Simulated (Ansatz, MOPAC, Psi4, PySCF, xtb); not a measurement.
Two geometries of Ga(H)2(F)(SH2), H4FGaS, singlet, relaxed at B3LYP-D3(BJ)/def2-SVP with one dihedral held; other torsions can differ between them too.

Structure A

```
7

Ga     0.8971     0.4528    -0.2132
H      1.5598     0.7419     1.1774
H      1.4256    -0.4375    -1.3941
F     -0.2939     1.6701    -0.7271
S     -1.0594    -1.2221     0.6337
H     -1.3335    -1.6771    -0.6112
H     -0.2804    -2.2927     0.9197
```

Structure B

```
7

Ga     1.0816     0.3047    -0.1541
H      1.7380     0.6888     1.2161
H      1.6002    -0.6252    -1.3018
F     -0.1428     1.4974    -0.7025
S     -1.0406    -1.1280     0.7001
H     -1.1828    -0.3931     1.8282
H     -1.6616    -0.1856    -0.0532
```

Which is lower in energy at the level CCSD(T) on RHF/cc-pVTZ, cores with 3d frozen // B3LYP-D3(BJ)/def2-SVP in Ansatz (a program for electronic structure), and by how much?

B is lower, by 3.21 kJ/mol (dihedral F4–Ga1–S5–H6: 80° in A, -80° in B).

E(B) − E(A) in kJ/mol at the other levels, on the same two geometries: B3LYP/def2-TZVP // B3LYP-D3(BJ)/def2-SVP (Psi4) -3.01; B3LYP-D3(BJ)/def2-TZVP // B3LYP-D3(BJ)/def2-SVP (Psi4) -3.72; PBE/def2-TZVP // B3LYP-D3(BJ)/def2-SVP (Psi4) -4.67; PBE-D3(BJ)/def2-TZVP // B3LYP-D3(BJ)/def2-SVP (Psi4) -5.04; r2SCAN/def2-TZVP // B3LYP-D3(BJ)/def2-SVP (Psi4) -4.98; RHF/cc-pVTZ // B3LYP-D3(BJ)/def2-SVP (Ansatz) 0.34; MP2 on RHF/cc-pVTZ, cores with 3d frozen // B3LYP-D3(BJ)/def2-SVP (Ansatz) -3.65; CCSD on RHF/cc-pVTZ, cores with 3d frozen // B3LYP-D3(BJ)/def2-SVP (Ansatz) -2.58; PM7, restricted, heats of formation // B3LYP-D3(BJ)/def2-SVP (MOPAC) -2.89; PM6, restricted, heats of formation // B3LYP-D3(BJ)/def2-SVP (MOPAC) 3.29; GFN1-xTB // B3LYP-D3(BJ)/def2-SVP (xtb) -8.62; restricted B3LYP/6-31G*, spherical d // B3LYP-D3(BJ)/def2-SVP (PySCF) -4.75; restricted MP2 (frozen core)/3-21G // B3LYP-D3(BJ)/def2-SVP (PySCF) 0.00; restricted MP2 (frozen core)/6-31G*, spherical d // B3LYP-D3(BJ)/def2-SVP (PySCF) -4.20.
